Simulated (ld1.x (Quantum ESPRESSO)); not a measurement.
PBEsol TM dataset for boron (B), scalar-relativistic all-electron reference.

The input file (ld1.x (Quantum ESPRESSO) 7.5):

```
&input
   title='B', zed=5., rel=1, dft='PBESOL', iswitch=3,
   config='[He] 2s2 2p1 3d-2',
   nld=3, rlderiv=2.85, eminld=-3.0, emaxld=5.0, deld=0.02
 /
 &inputp
   pseudotype=2, tm=.true., lloc=-1, rcloc=2.10,
   nlcc=.true., new_core_ps=.true., rcore=0.80,
   file_pseudopw='B.UPF', file_wfcaegen='ae.wfc', file_wfcncgen='nc.wfc', file_beta='beta', file_chi='chi'
 /
3
2S  1  0   2.00   0.00  1.45  1.45  0.0
2P  2  1   1.00   0.00  2.60  2.60  0.0
3D  3  2  -2.00   0.15  2.10  2.10  0.0
 &test
   configts(1)='2s2 2p1'
 /
```

Command:

```bash
ld1.x < B.in > B.out
```

Output (shortened: banner, matrices, multipoles, cross overlaps and the repeated all-electron block are left out):

```
Program LD1 v.7.5
     --------------------------- All-electron run ----------------------------

     B
     scalar relativistic calculation

     atomic number is  5.00
     dft =PBESOL   lsd =0 sic =0 latt =0  beta=0.20 tr2=1.0E-14
     Exchange-correlation= PBESOL
                           (   1   4  10   8   0   0   0)
     mesh =1059 r(mesh) = 101.04461 a.u. xmin = -7.00 dx = 0.01250
     1 Ry =  13.60569312 eV, c = 137.03599908

     n l     nl                  e(Ry)          e(Ha)          e(eV)
     1 0     1S 1( 2.00)       -13.1966        -6.5983      -179.5488
     2 0     2S 1( 2.00)        -0.6880        -0.3440        -9.3611
     2 1     2P 1( 1.00)        -0.2613        -0.1307        -3.5553

     final scf error:  5.9E-15 reached in  38 iterations

     Etot =     -48.939619 Ry,     -24.469810 Ha,    -665.857443 eV

     Ekin =      48.734958 Ry,      24.367479 Ha,     663.072881 eV
     Encl =    -113.420501 Ry,     -56.710251 Ha,   -1543.164533 eV
     Eh   =      23.055873 Ry,      11.527936 Ha,     313.691127 eV
     Exc  =      -7.309949 Ry,      -3.654974 Ha,     -99.456918 eV

     normalization and overlap integrals

     s(1S/1S) =  1.000000  <r> =   0.3303  <r2> =    0.1482  r(max) =   0.2103
     s(2S/2S) =  1.000000  <r> =   1.9587  <r2> =    4.6280  r(max) =   1.5152
     s(2P/2P) =  1.000000  <r> =   2.3021  <r2> =    6.8779  r(max) =   1.5929

     ------------------------ End of All-electron run ------------------------

     --------------------- Generating NC pseudopotential ---------------------

      Generating local potential from pseudized AE potential:
      Matching radius rcloc =   2.1000

      Local pseudo, rcloc= 2.097 Estimated cut-off energy=     5.47 Ry

      Computing core charge for nlcc:

       r > 0.80 : true rho core
      Core charge pseudized with two Bessel functions
      Integrated core pseudo-charge :   0.73

      Wfc   2S  rcut= 1.441  Using Troullier-Martins method

      Wfc   2P  rcut= 2.626  Using Troullier-Martins method

      Wfc   3D  rcut= 2.097  Using Troullier-Martins method

     ------------------- End of pseudopotential generation -------------------

     Computing logarithmic derivative in   2.84861
     Computing logarithmic derivative in   2.84861
     Computing the partial wave expansion
     R is outside the sphere for l=    0 j= 0.00
     R is outside the sphere for l=    1 j= 0.00
     R is outside the sphere for l=    2 j= 0.00

     ---------------------- Testing the pseudopotential ----------------------

     B
     scalar relativistic calculation

     atomic number is  5.00   valence charge is  3.00
     dft =PBESOL   lsd =0 sic =0 latt =0  beta=0.20 tr2=1.0E-14
     mesh =1059 r(mesh) = 101.04461 xmin = -7.00 dx = 0.01250

     n l     nl             e AE (Ry)        e PS (Ry)    De AE-PS (Ry)
     1 0     2S   1( 2.00)       -0.68803       -0.68803        0.00000
     2 1     2P   1( 1.00)       -0.26131       -0.26131        0.00000

     eps = 9.4E-16  iter =  4

     Etot =     -48.939619 Ry,     -24.469810 Ha,    -665.857443 eV
     Etotps =    -6.152458 Ry,      -3.076229 Ha,     -83.708452 eV

     Ekin =       2.397387 Ry,       1.198694 Ha,      32.618117 eV
     Encl =      -9.928510 Ry,      -4.964255 Ha,    -135.084260 eV
     Ehrt =       3.965303 Ry,       1.982652 Ha,      53.950701 eV
     Ecxc =      -2.639187 Ry,      -1.319594 Ha,     -35.907974 eV
     (Ecc =      -0.992234 Ry,      -0.496117 Ha,     -13.500031 eV)
     Epseu=       0.052549 Ry,       0.026274 Ha,       0.714965 eV

     ---------------------- End of pseudopotential test ----------------------
```

Generation and configuration tests took about 0.94 s on one core of a shared server CPU.

Transferability test of the new file with ld1.x, input:

```
&input
   title='B', zed=5., rel=1, dft='PBESOL', iswitch=2,
   config='[He] 2s2 2p1 3d-2'
 /
 &test
   file_pseudo='B.UPF', nconf=8,
   configts(1)='2s2 2p1',
   configts(2)='2s2 2p0',
   configts(3)='2s1 2p0',
   configts(4)='2s2 2p0.5',
   configts(5)='2s1 2p2',
   configts(6)='2s1 2p1',
   configts(7)='2s2 2p1.3',
   configts(8)='2s0 2p3'
 /
```

```bash
ld1.x < B.test.in > B.test.out
```

Pseudopotential blocks of its output, shortened (energy terms left out):

```
     ---------------------- Testing the pseudopotential ----------------------

     n l     nl             e AE (Ry)        e PS (Ry)    De AE-PS (Ry)
     1 0     2S   1( 2.00)       -0.68803       -0.68803        0.00000
     2 1     2P   1( 1.00)       -0.26131       -0.26131        0.00000

     eps = 7.1E-16  iter =  4

     Etot =     -48.939619 Ry,     -24.469810 Ha,    -665.857443 eV
     Etotps =    -6.152458 Ry,      -3.076229 Ha,     -83.708450 eV

     ---------------------- End of pseudopotential test ----------------------

          ---------------------- Testing the pseudopotential ----------------------

     n l     nl             e AE (Ry)        e PS (Ry)    De AE-PS (Ry)
     1 0     2S   1( 2.00)       -1.42426       -1.41852       -0.00574  !
     2 1     2P   1( 0.00)       -0.97362       -0.96315       -0.01047  !

     eps = 2.3E-15  iter =  7

     Etot =     -48.341382 Ry,     -24.170691 Ha,    -657.718009 eV
     Etotps =    -5.557535 Ry,      -2.778768 Ha,     -75.614116 eV
     dEtot_ae =       0.598237 Ry
     dEtot_ps =       0.594923 Ry,   Delta E=       0.003315 Ry

     ---------------------- End of pseudopotential test ----------------------

          ---------------------- Testing the pseudopotential ----------------------

     n l     nl             e AE (Ry)        e PS (Ry)    De AE-PS (Ry)
     1 0     2S   1( 1.00)       -2.29896       -2.28804       -0.01091  !
     2 1     2P   1( 0.00)       -1.85728       -1.82336       -0.03392  !

     eps = 5.6E-16  iter =  9

     Etot =     -46.484682 Ry,     -23.242341 Ha,    -632.456312 eV
     Etotps =    -3.709007 Ry,      -1.854503 Ha,     -50.463611 eV
     dEtot_ae =       2.454938 Ry
     dEtot_ps =       2.443451 Ry,   Delta E=       0.011487 Ry

     ---------------------- End of pseudopotential test ----------------------

          ---------------------- Testing the pseudopotential ----------------------

     n l     nl             e AE (Ry)        e PS (Ry)    De AE-PS (Ry)
     1 0     2S   1( 2.00)       -1.03096       -1.02989       -0.00107
     2 1     2P   1( 0.50)       -0.58868       -0.58630       -0.00238

     eps = 1.1E-16  iter =  7

     Etot =     -48.729751 Ry,     -24.364876 Ha,    -663.002041 eV
     Etotps =    -5.943018 Ry,      -2.971509 Ha,     -80.858883 eV
     dEtot_ae =       0.209868 Ry
     dEtot_ps =       0.209439 Ry,   Delta E=       0.000429 Ry

     ---------------------- End of pseudopotential test ----------------------

          ---------------------- Testing the pseudopotential ----------------------

     n l     nl             e AE (Ry)        e PS (Ry)    De AE-PS (Ry)
     1 0     2S   1( 1.00)       -0.72373       -0.72636        0.00264
     2 1     2P   1( 2.00)       -0.29522       -0.29652        0.00130

     eps = 3.1E-15  iter =  9

     Etot =     -48.511915 Ry,     -24.255957 Ha,    -660.038223 eV
     Etotps =    -5.724093 Ry,      -2.862047 Ha,     -77.880257 eV
     dEtot_ae =       0.427705 Ry
     dEtot_ps =       0.428364 Ry,   Delta E=      -0.000660 Ry

     ---------------------- End of pseudopotential test ----------------------

          ---------------------- Testing the pseudopotential ----------------------

     n l     nl             e AE (Ry)        e PS (Ry)    De AE-PS (Ry)
     1 0     2S   1( 1.00)       -1.43189       -1.43639        0.00450
     2 1     2P   1( 1.00)       -0.98226       -0.98107       -0.00119

     eps = 7.8E-16  iter =  7

     Etot =     -47.891210 Ry,     -23.945605 Ha,    -651.593113 eV
     Etotps =    -5.102187 Ry,      -2.551093 Ha,     -69.418789 eV
     dEtot_ae =       1.048409 Ry
     dEtot_ps =       1.050271 Ry,   Delta E=      -0.001862 Ry

     ---------------------- End of pseudopotential test ----------------------

          ---------------------- Testing the pseudopotential ----------------------

     n l     nl             e AE (Ry)        e PS (Ry)    De AE-PS (Ry)
     1 0     2S   1( 2.00)       -0.51340       -0.51329       -0.00011
     2 1     2P   1( 1.30)       -0.09855       -0.09866        0.00011

     eps = 1.0E-15  iter =  7

     Etot =     -48.992867 Ry,     -24.496434 Ha,    -666.581914 eV
     Etotps =    -6.205737 Ry,      -3.102869 Ha,     -84.433360 eV
     dEtot_ae =      -0.053248 Ry
     dEtot_ps =      -0.053280 Ry,   Delta E=       0.000032 Ry

     ---------------------- End of pseudopotential test ----------------------

          ---------------------- Testing the pseudopotential ----------------------

     n l     nl             e AE (Ry)        e PS (Ry)    De AE-PS (Ry)
     1 0     2S   1( 0.00)       -0.75347       -0.75891        0.00544  !
     2 1     2P   1( 3.00)       -0.32404       -0.32670        0.00267

     eps = 6.7E-18  iter =  9

     Etot =     -48.082880 Ry,     -24.041440 Ha,    -654.200912 eV
     Etotps =    -5.293017 Ry,      -2.646509 Ha,     -72.015166 eV
     dEtot_ae =       0.856739 Ry
     dEtot_ps =       0.859441 Ry,   Delta E=      -0.002701 Ry

     ---------------------- End of pseudopotential test ----------------------
```
